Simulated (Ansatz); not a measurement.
Reaction (ligand exchange at a B–C bond): `B[CH2][GeH3]` + `C[SeH]` → `B[Se]C` + `[CH3][GeH3]`

Gas-phase electronic energies from Ansatz, PBE0-D4/def2-TZVP geometries. CCSD(T)/CBS adds triple-zeta CCSD(T) − MP2 to the extrapolated MP2 energy (def2 sets, frozen cores). DFT in def2-TZVPP. B3LYP here is the variant with VWN-RPA as its local correlation; programs differ in this. HSE06 is defined as in plane-wave codes. For Ge, Se outer-core shells are correlated without core-valence functions, which leaves a few kJ/mol of doubt a bond. Scalar relativity is left out up to krypton.

```
             level  ΔE (kJ/mol)  difference from CCSD(T)/CBS
       LDA (SPW92)        -82.2                         -2.3
            PBE-D4        -82.7                         -2.8
         revPBE-D4        -81.7                         -1.8
           BLYP-D4        -79.4                          0.5
         r2SCAN-D4        -81.3                         -1.4
            B97M-V        -79.2                          0.7
           PBE0-D4        -79.4                          0.5
          B3LYP-D4        -77.4                          2.5
        r2SCANh-D4        -80.4                         -0.5
          BHLYP-D4        -74.5                          5.4
      CAM-B3LYP-D4        -75.2                          4.7
           ωB97X-V        -75.6                          4.3
           ωB97M-V        -74.5                          5.4
            B2PLYP        -79.8                          0.1
          PBE-QIDH        -79.8                          0.1
               PBE        -83.1                         -3.2
            revPBE        -83.2                         -3.3
              BLYP        -80.3                         -0.4
            r2SCAN        -81.5                         -1.6
              PBE0        -79.7                          0.2
             B3LYP        -78.0                          1.9
           r2SCANh        -80.5                         -0.6
           r2SCAN0        -79.2                          0.7
             HSE06        -79.8                          0.1
             BHLYP        -74.8                          5.1
         CAM-B3LYP        -75.6                          4.3
           LC-ωPBE        -76.0                          3.9
RPA@PBE/def2-TZVPP        -79.4                          0.5
      MP2/def2-SVP        -80.8                         -0.9
     CCSD/def2-SVP        -77.4                          2.5
  CCSD(T)/def2-SVP        -80.1                         -0.2
    MP2/def2-TZVPP        -81.7                         -1.8
SCS-MP2/def2-TZVPP        -78.7                          1.2
   CCSD/def2-TZVPP        -77.3                          2.6
CCSD(T)/def2-TZVPP        -80.0                         -0.1
     HF/def2-QZVPP        -69.2                         10.7
    MP2/def2-QZVPP        -81.4                         -1.5
SCS-MP2/def2-QZVPP        -78.4                          1.5
      HF/CBS(def2)        -69.0                         10.9
     MP2/CBS(def2)        -81.6                         -1.7
       CCSD(T)/CBS        -79.9                            0
```

(1) What do rigid-rotor, harmonic-oscillator terms from PBE0-D4/def2-TZVP frequencies (298.15 K, 1 bar) make of the CCSD(T)/CBS value? (Estimate.)

Largest T1 diagnostic among the species: 0.013.

## Answers

(1) Ansatz gave: ΔZPE = +7.1 kJ/mol, ΔH = -73.6 kJ/mol, ΔS = -17 J/(mol·K), ΔG = -68.4 kJ/mol. Modes under 50 cm⁻¹ make the entropy rough.

In def2-TZVPP, CCSD(T) changes the Hartree–Fock value by −10.0 kJ/mol (the triples alone add −2.7 kJ/mol) and MP2 by −11.7 kJ/mol. From BLYP to BHLYP (50 % exact exchange), in def2-TZVPP and without D4, ΔE moves by +5.5 kJ/mol. Leaving LDA and LC-ωPBE aside and taking each functional with its dispersion term where it has one, the values spread over 8.3 kJ/mol, from PBE-D4 to BHLYP-D4.
